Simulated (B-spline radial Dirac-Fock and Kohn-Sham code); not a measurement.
## The P-like isoelectronic sequence (15 electrons), Z = 63 to 75

Method: Dirac-Fock (average of configuration) total-energy differences with a finite nucleus, the Breit interaction including its frequency dependence, and self-energy and vacuum-polarisation corrections. Computed with a radial B-spline solver. Binding energies in eV, tabulated ground configurations ([Ne] 3s2 3p3 throughout). Correlation and solid-state effects are left out.

```
  ion       1s       2s    2p3/2      3s  outermost level  NIST ionisation energy
Eu⁴⁸⁺  51869.8  11241.4  10178.2  4437.7      4187.5 (3p)                4131 ± 4
Gd⁴⁹⁺  53708.4  11678.7  10557.7  4616.8      4354.6 (3p)                4294 ± 4
Tb⁵⁰⁺  55585.6  12126.2  10944.4  4800.0      4525.3 (3p)                4460 ± 4
Dy⁵¹⁺  57500.4  12583.7  11338.1  4987.3      4699.6 (3p)                4629 ± 4
Ho⁵²⁺  59454.9  13051.7  11739.0  5178.7      4877.3 (3p)                4802 ± 4
Er⁵³⁺  61448.6  13530.2  12147.0  5374.4      5058.7 (3p)                4978 ± 5
Tm⁵⁴⁺  63482.7  14019.4  12562.2  5574.4      5243.6 (3p)                5157 ± 5
Yb⁵⁵⁺        ?        ?        ?       ?                ?                       ?
Lu⁵⁶⁺  67672.3  15030.6  13414.1  5987.3      5624.4 (3p)                5525 ± 5
Hf⁵⁷⁺  69830.1  15553.0  13850.9  6200.4      5820.2 (3p)                5713 ± 6
Ta⁵⁸⁺  72030.1  16086.8  14294.9  6418.0      6019.8 (3p)                5907 ± 6
 W⁵⁹⁺  74273.0  16632.3  14746.1  6640.1      6223.1 (3p)                6093 ± 5
Re⁶⁰⁺  76559.8  17189.6  15204.5  6866.9      6430.2 (3p)               6300 ± 10
```

Question: Fill in the row of Yb⁵⁵⁺.

Answer: 1s 65556.9, 2s 14519.5, 2p3/2 12984.6, 3s 5778.6, outermost 5432.2 (3p), NIST 5339 ± 5 eV.

NIST's values are for the lowest levels; a dash marks a value that is missing or belongs to another shell. Their kind here: semi-empirical, theoretical. Where a p, d or f shell is open in either ion the computed value averages over both j values and all terms, while the table refers to the lowest levels; that difference holds spin-orbit splitting (largest in heavy or highly charged ions), term energies where several electrons share open shells, and correlation, and it can reach 10 % or more.
